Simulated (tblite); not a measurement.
Compound: C6H14P2.
Numbering: `[CH2:1]=[CH:2][CH2:3][P@:4]([CH3:5])([PH2:6])=[CH:7][CH3:8]` (hydrogens: H9, H10 on C1; H11 on C2; H12, H13 on C3; H14, H15, H16 on C5; H17, H18 on P6; H19 on C7; H20, H21, H22 on C8)

Geometry (GFN2-xTB, Å), atoms numbered from 1 in this order:
```xyz
22
C6H14P2 angstrom
C      3.0489    0.8783   -0.5055
C      2.2087    0.6214    0.4820
C      1.3965   -0.6233    0.5688
P     -0.2904   -0.3022   -0.1009
C     -1.0669   -1.9581   -0.1409
P      0.2245   -0.1174   -2.3179
C     -1.1184    0.6574    1.0659
C     -2.5966    0.9113    0.8902
H      3.2233    0.1667   -1.2980
H      3.6002    1.8015   -0.5601
H      2.0481    1.3444    1.2705
H      1.2713   -0.9551    1.6017
H      1.8343   -1.4196   -0.0395
H     -1.2186   -2.2965    0.8827
H     -0.4217   -2.6474   -0.6842
H     -2.0272   -1.9011   -0.6509
H     -1.1188    0.1314   -2.5876
H      0.4971    1.2359   -2.1608
H     -0.5566    1.5686    1.2798
H     -3.1043    0.0210    0.5216
H     -3.0190    1.1607    1.8643
H     -2.8249    1.7415    0.2169
```

Computed with GFN2-xTB (tblite): harmonic, unscaled wavenumbers at the GFN2-xTB geometry, gas phase. Errors from tens to a few hundred cm⁻¹ against measured bands are possible. Modes of hydrogen on phosphorus can be 10 to 20 % off. One conformer, not necessarily the lowest.

Harmonic wavenumbers (cm⁻¹): 35.9, 68.8, 84.0, 104.7, 136.9, 147.4, 168.1, 179.0, 184.0, 206.2, 258.9, 262.1, 341.4, 389.1, 425.1, 594.2, 670.0, 677.2, 697.1, 717.6, 751.1, 807.8, 836.0, 852.4, 890.5, 890.7, 954.8, 1003.5, 1014.1, 1025.5, 1037.2, 1109.9, 1119.8, 1165.0, 1178.0, 1275.8, 1284.2, 1299.0, 1387.9, 1405.1, 1413.8, 1417.1, 1434.5, 1491.7, 1508.1, 1700.2, 2266.9, 2333.0, 2931.4, 2937.6, 2940.0, 2953.3, 2990.7, 2996.3, 3000.0, 3006.1, 3014.4, 3061.6, 3084.0, 3124.4.

A = 1649, B = 1027, C = 848.0 MHz; mass 148.057 u (most abundant isotopes); point group C1, symmetry number 1.

Question: What is the zero-point energy?

Answer: ½Σν̃ = 38621 cm⁻¹ = 462.01 kJ/mol.

Question: Give the ideal-gas entropy at 273.15 K and 1 bar in the rigid-rotor, harmonic-oscillator model (classical rotation).

Answer: Translation 169.36, rotation 123.57, vibration 160.36: S = 453.3 J/(mol K).

Question: And Cp and H(273.15 K) − H(0)?

Answer: Cp = 185.10 J/(mol K), of which vibrations give 151.84 (their classical limit is 60 R = 498.9); H(273.15 K) − H(0) = 31.72 kJ/mol without the zero-point energy, 22.64 from vibrations.

Question: Blend soft modes into free rotors: weight 1/[1 + (100 cm⁻¹/ν̃)⁴] for the oscillator and the rest for a rotor with moment μB/(μ + B), μ = h/(8π²ν), B = 10⁻⁴⁴ kg m². What vibrational entropy results?

Answer: 148.13 J/(mol K) in place of 160.36, which changes −T·S at 273.15 K by +3.34 kJ/mol.

Question: How do the functions run with temperature in this model?

Answer: 
| T (K) | S (J/(mol K)) | Cp (J/(mol K)) | H − H(0) (kJ/mol) | G − H(0) (kJ/mol) | ln q(vib) |
| --- | --- | --- | --- | --- | --- |
| 100 | 314.3 | 103.6 | 6.63 | -24.80 | 2.62 |
| 200 | 401.2 | 151.0 | 19.44 | -60.81 | 6.58 |
| 300 | 471.2 | 197.8 | 36.86 | -104.51 | 10.29 |
| 500 | 592.8 | 281.0 | 85.17 | -211.23 | 17.16 |
| 800 | 744.1 | 362.6 | 182.73 | -412.58 | 26.50 |
| 1000 | 829.2 | 399.2 | 259.09 | -570.09 | 32.14 |

q(vib) and H(0) count from the zero-point level.

Hindered rotation and anharmonicity are outside this model. Other conformers, if any are populated, would add a mixing term that is left out. The structure is chiral; the term R ln 2 for an equal mix with its mirror image is left out.
